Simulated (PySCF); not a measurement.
Input file for PySCF: D3(BJ) and D4 dispersion corrections on CrF6 (SMILES [F][Cr]([F])([F])([F])([F])[F]).

```python
from pyscf import gto
from pyscf.dispersion import dftd3, dftd4

mol = gto.M(
    atom='''
    Cr   -0.00000098   -0.00000000    0.00000000
    F     1.33904183    0.00000000    1.10599857
    F    -0.66952067    1.15964422    1.10599873
    F    -0.66952067   -1.15964422    1.10599873
    F     1.33904183    0.00000000   -1.10599857
    F    -0.66952067    1.15964422   -1.10599873
    F    -0.66952067   -1.15964422   -1.10599873
    ''',
    basis='def2-svp',
    charge=0, spin=0, verbose=0, max_memory=1800)
d3, d4 = {}, {}
for xc in ['hf', 'pbe', 'blyp', 'revpbe', 'tpss', 'r2scan', 'b3lyp', 'pbe0', 'bhlyp', 'camb3lyp', 'b2plyp']:
    d3[xc] = float(dftd3.DFTD3Dispersion(mol, xc=xc, version='d3bj', atm=False).get_dispersion()['energy'])
    print(f'D3(BJ) {xc:10s} {d3[xc]:14.8f} Eh')
for xc in ['hf', 'pbe', 'blyp', 'revpbe', 'tpss', 'r2scan', 'b3lyp', 'pbe0', 'bhlyp', 'camb3lyp', 'b2plyp']:
    d4[xc] = float(dftd4.DFTD4Dispersion(mol, xc={'camb3lyp': 'cam-b3lyp'}.get(xc, xc), atm=True).get_dispersion()['energy'])
    print(f'D4     {xc:10s} {d4[xc]:14.8f} Eh')
```

Output:

```
D3(BJ) hf            -0.04260440 Eh
D3(BJ) pbe           -0.00456417 Eh
D3(BJ) blyp          -0.01010062 Eh
D3(BJ) revpbe        -0.01157943 Eh
D3(BJ) tpss          -0.00578163 Eh
D3(BJ) r2scan        -0.00118245 Eh
D3(BJ) b3lyp         -0.00830226 Eh
D3(BJ) pbe0          -0.00395266 Eh
D3(BJ) bhlyp         -0.00677164 Eh
D3(BJ) camb3lyp      -0.00361346 Eh
D3(BJ) b2plyp        -0.00394661 Eh
D4     hf            -0.02054232 Eh
D4     pbe           -0.00546691 Eh
D4     blyp          -0.01228241 Eh
D4     revpbe        -0.01783723 Eh
D4     tpss          -0.00738842 Eh
D4     r2scan        -0.00128972 Eh
D4     b3lyp         -0.00882239 Eh
D4     pbe0          -0.00454551 Eh
D4     bhlyp         -0.00646159 Eh
D4     camb3lyp      -0.00455079 Eh
D4     b2plyp        -0.00378033 Eh
```

The run finished.

Cost: around 0.04 core-seconds (rough).
